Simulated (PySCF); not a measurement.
Isomers of C4H8F2Si, one conformer each; single-point electronic energies without zero-point terms and without any empirical dispersion term.

All values: PBE0/pcSseg-1 (PySCF, non-relativistic), each on one gas-phase PBE0-D3(BJ)/def2-SVP geometry that isn't relaxed in the solvent. The solvent is an IEF-PCM continuum (cavity from Bondi-type radii × 1.2). The model holds no explicit solvent molecules, cavitation or dispersion.

| isomer | relative energy, gas (kcal/mol) | dipole (D) |
| --- | --- | --- |
| `F[C@@H]1C[SiH2][C@@H](F)C1` | 0.0 | 1.77 |
| `F[C@@H]1CC[SiH2][C@H]1F` | 0.3 | 0.89 |
| `F[C@@H]1C[SiH2][C@H](F)C1` | 2.0 | 1.71 |
| `FC(F)[C@@H]1CC[SiH2]1` | 5.4 | 2.44 |
| `F[C@@H]1CC[C@@H](F)[SiH2]1` | 6.3 | 0.17 |
| `F[C@@H]1CC[C@H](F)[SiH2]1` | 8.3 | 2.74 |
| `C=C([SiH3])CC(F)F` | 14.0 | 2.19 |
| `C[C@@]1(C(F)F)C[SiH2]1` | 18.0 | 2.36 |

Task: How do the relative energies look in chloroform (ε = 4.711)?

Result: 
```
                      isomer  relative energy, solvent (kcal/mol)  E(solvent) − E(gas) (kcal/mol)  dipole in solvent (D)
`F[C@@H]1C[SiH2][C@@H](F)C1`                                  0.0                            -3.1                   2.10
   `F[C@@H]1CC[SiH2][C@H]1F`                                  1.2                            -2.3                   1.02
 `F[C@@H]1C[SiH2][C@H](F)C1`                                  1.7                            -3.3                   2.03
     `FC(F)[C@@H]1CC[SiH2]1`                                  6.0                            -2.5                   2.76
`F[C@@H]1CC[C@@H](F)[SiH2]1`                                  6.5                            -2.8                   0.21
 `F[C@@H]1CC[C@H](F)[SiH2]1`                                  8.2                            -3.1                   3.33
         `C=C([SiH3])CC(F)F`                                 14.5                            -2.5                   2.62
    `C[C@@]1(C(F)F)C[SiH2]1`                                 18.5                            -2.6                   2.76
```

The order is unchanged. Conformers: `[F:1][C@@H:2]1[CH2:3][SiH2:4][C@@H:5]([F:6])[CH2:7]1` with F1–C2–C3–Si4 -158°, C2–C3–Si4–C5 11°, C3–Si4–C5–F6 -98°, Si4–C5–C7–C2 -40°; `[F:1][C@@H:2]1[CH2:3][CH2:4][SiH2:5][C@H:6]1[F:7]` with F1–C2–C3–C4 -64°, C2–C3–C4–Si5 -32°, C3–C4–Si5–C6 6°, C4–Si5–C6–F7 -94°; `[F:1][C@@H:2]1[CH2:3][SiH2:4][C@H:5]([F:6])[CH2:7]1` with F1–C2–C3–Si4 -160°, C2–C3–Si4–C5 13°, C3–Si4–C5–F6 135°, Si4–C5–C7–C2 -38°; `[F:1][CH:2]([F:3])[C@@H:4]1[CH2:5][CH2:6][SiH2:7]1` with F1–C2–C4–C5 176°, C2–C4–C5–C6 -149°, C4–C5–C6–Si7 23°, C5–C6–Si7–C4 -19°, C2–C4–Si7–C6 140°; `[F:1][C@@H:2]1[CH2:3][CH2:4][C@@H:5]([F:6])[SiH2:7]1` with F1–C2–C3–C4 -75°, C2–C3–C4–C5 -54°, C3–C4–C5–F6 -76°, C4–C5–Si7–C2 -14°; `[F:1][C@@H:2]1[CH2:3][CH2:4][C@H:5]([F:6])[SiH2:7]1` with F1–C2–C3–C4 -72°, C2–C3–C4–C5 -53°, C3–C4–C5–F6 159°, C4–C5–Si7–C2 -9°; `[CH2:1]=[C:2]([SiH3:3])[CH2:4][CH:5]([F:6])[F:7]` with C1–C2–C4–C5 121°, C2–C4–C5–F6 62°; `[CH3:1][C@@:2]1([CH:3]([F:4])[F:5])[CH2:6][SiH2:7]1` with C1–C2–C3–F4 58°. `F[C@@H]1C[SiH2][C@H](F)C1` gains most from the continuum, while `F[C@@H]1CC[C@H](F)[SiH2]1` has the largest gas-phase dipole. The gains span 1.0 kcal/mol, the gas-phase energies 18.0 kcal/mol.
